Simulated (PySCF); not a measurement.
AlGe2H9Si, AlBClGeH3 (calculated)

Calculation on a computer-drawn molecule: the log of a Hartree-Fock and frozen-core CCSD(T) single point meant for a local Hartree-Fock minimum, with one planted fault or none, to be diagnosed. Offsets are logged minus clean, where the clean run is the same molecule without the fault. The reference is restricted for singlets and unrestricted otherwise, and also for a bond in bohr or an excited solution. Adding or removing an electron swaps singlet and doublet. The excited solution moves the top pair (singlet) or top alpha electron (doublet) to the lowest empty orbital. Highest occupied and lowest empty are orbital energies over both spins, largest force is the largest gradient component, triples share is (T) over the correlation energy, the T1 limit is 0.02 restricted and 0.045 unrestricted, electrons count all cores, a negative frequency is imaginary (commonest isotopes), and the dipole is about the centre of nuclear charge; on germanium a core potential holds 10 electrons, which the energies leave out, and 3d is frozen in MP2 and coupled-cluster steps. Program: PySCF 2.14.0.

Common to all runs: meant charge 0; meant multiplicity 1; meant basis cc-pV(D+d)Z; meant basis and core potential on germanium cc-pVDZ-PP ECP10MDF; logged SCF converged yes; logged CC converged yes; logged SCF stable within its kind yes; possible faults no fault, one electron removed, one electron added, multiplicity raised by two, geometry at a saddle point, SCF held on an excited solution, minimal basis STO-3G, one bond length entered in bohr, all coordinates scaled.

(1) AlGe2H9Si

Logged structure:
```xyz
13
AlGe2H9Si
Al    -1.9603    -1.9598    -0.0629
Ge     0.2134    -1.2041    -1.5262
Si     1.2451     1.0946    -0.7745
Ge    -0.4352     3.0720    -1.1388
H     -3.5530    -1.6925    -0.6539
H     -1.7413    -2.6894     1.4795
H     -0.1587    -1.0639    -3.1534
H      1.4345    -2.3460    -1.4088
H      1.6108     1.0259     0.7984
H      2.6034     1.3986    -1.5921
H     -0.8087     3.2451    -2.7553
H     -1.8569     2.7670    -0.3122
H      0.1896     4.5143    -0.5800
```

```
logged electrons                     : 100
logged basis functions               : 137
logged spin squared                  : 0
logged highest occupied              : -9.2434 eV
logged lowest empty                  : 0.33254 eV
logged largest force                 : 0.036859 hartree/bohr
logged T1 diagnostic                 : 0.013801
logged D1 diagnostic                 : 0.029963
logged triples share                 : 0.029646
logged dipole magnitude              : 0.84189 debye
logged energy HF                     : -1122.77514 hartree
logged energy CCSD(T)                : -1123.24447 hartree
planted fault                        : all coordinates scaled, by +8.8 %
HF energy offset from clean run      : 40.7 kcal/mol
CCSD(T) energy offset from clean run : 34.73 kcal/mol
```

Drawn bonds:
```tsv
atom	other atom	order
1	2	1
2	3	1
3	4	1
1	5	1
1	6	1
2	7	1
2	8	1
3	9	1
3	10	1
4	11	1
4	12	1
4	13	1
```

(2) AlBClGeH3

Logged structure:
```xyz
7
AlBClGeH3
Al    -0.9118    -0.8658     2.4009
Ge    -0.9083    -0.1051    -0.0203
B      1.0272     0.5661     0.1696
Cl     2.3976    -0.5049    -0.2256
H     -1.4286     0.1108     3.5350
H     -0.5215    -2.3589     2.7480
H      1.3086     1.6896     0.4736
```

```
logged electrons                     : 70
logged basis functions               : 98
logged spin squared                  : 2.0257
logged highest occupied              : -7.8018 eV
logged lowest empty                  : -0.81532 eV
logged largest force                 : 0.027086 hartree/bohr
logged T1 diagnostic                 : 0.020252
logged D1 diagnostic                 : 0.06692
logged triples share                 : 0.030472
logged dipole magnitude              : 1.1829 debye
logged energy HF                     : -1021.20585 hartree
logged energy CCSD(T)                : -1021.61407 hartree
planted fault                        : multiplicity raised by two
HF energy offset from clean run      : 15.56 kcal/mol
CCSD(T) energy offset from clean run : 26.38 kcal/mol
```

Drawn bonds:
```tsv
atom	other atom	order
1	2	1
2	3	1
3	4	1
1	5	1
1	6	1
3	7	1
```
